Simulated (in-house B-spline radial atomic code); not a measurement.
Radial electron density of Cd VI (Cd5+), [Kr] 4d7. Method: scalar-relativistic (X2C) PW91, spin-polarised, spherical fractional occupations, Fermi nucleus of rms radius 4.6087 fm. Calculated with an all-electron radial atomic-structure program (B-spline basis).

One-electron X2C: radii and densities carry no picture-change correction, so inner-shell <1/r> comes out high (for 1s by about 2 % at Z = 33, 5 % at 54, 10 % at 75, 30 % at 118) and <r> low.

Columns: r (bohr), 4πr²n(r) (electrons per bohr), bar.

```
0.000908     1.65 #
  0.0011    2.252 #
 0.00134     3.09 ##
 0.00163    4.212 ##
 0.00198    5.698 ###
  0.0024    7.635 ####
 0.00292    10.21 ######
 0.00354    13.45 ########
 0.00431    17.61 ##########
 0.00523    22.63 #############
 0.00635    28.59 ################
 0.00772    35.41 ####################
 0.00938    42.69 ########################
  0.0114    49.89 ############################
  0.0138    56.05 ################################
  0.0168    60.47 ##################################
  0.0204    62.09 ###################################
  0.0248    60.71 ##################################
  0.0301     57.2 ################################
  0.0366    53.63 ##############################
  0.0445    52.95 ##############################
   0.054    57.28 ################################
  0.0657    66.16 #####################################
  0.0798    75.11 ##########################################
  0.0969    78.09 ############################################
   0.118    71.78 ########################################
   0.143    60.43 ##################################
   0.174    52.91 ##############################
   0.211    55.22 ###############################
   0.256    62.02 ###################################
   0.311     61.3 ###################################
   0.378     47.7 ###########################
    0.46    29.47 #################
   0.558    19.02 ###########
   0.678    18.22 ##########
   0.824    19.67 ###########
       1    17.08 ##########
    1.22       11 ######
    1.48    5.423 ###
    1.79    2.073 #
    2.18   0.5716 
    2.65   0.1141 
    3.22  0.01447 
    3.91 0.0009821
```

On this grid the curve has 4 maxima, near 0.0204, 0.0969, 0.256, 0.824 bohr.

The 4p down radial function P(r) = rR(r), positive near the nucleus:

```json
{"r (bohr)": "0.0011", "P": "0.001216"}
{"r (bohr)": "0.00163", "P": "0.002345"}
{"r (bohr)": "0.0024", "P": "0.004528"}
{"r (bohr)": "0.00354", "P": "0.008825"}
{"r (bohr)": "0.00523", "P": "0.01724"}
{"r (bohr)": "0.00772", "P": "0.03331"}
{"r (bohr)": "0.0114", "P": "0.06313"}
{"r (bohr)": "0.0168", "P": "0.1151"}
{"r (bohr)": "0.0248", "P": "0.1982"}
{"r (bohr)": "0.0366", "P": "0.3103"}
{"r (bohr)": "0.054", "P": "0.414"}
{"r (bohr)": "0.0798", "P": "0.4093"}
{"r (bohr)": "0.118", "P": "0.1588"}
{"r (bohr)": "0.174", "P": "-0.3248"}
{"r (bohr)": "0.256", "P": "-0.6555"}
{"r (bohr)": "0.378", "P": "-0.2855"}
{"r (bohr)": "0.558", "P": "0.6615"}
{"r (bohr)": "0.824", "P": "1.192"}
{"r (bohr)": "1.22", "P": "0.8233"}
{"r (bohr)": "1.79", "P": "0.2683"}
{"r (bohr)": "2.65", "P": "0.03384"}
```
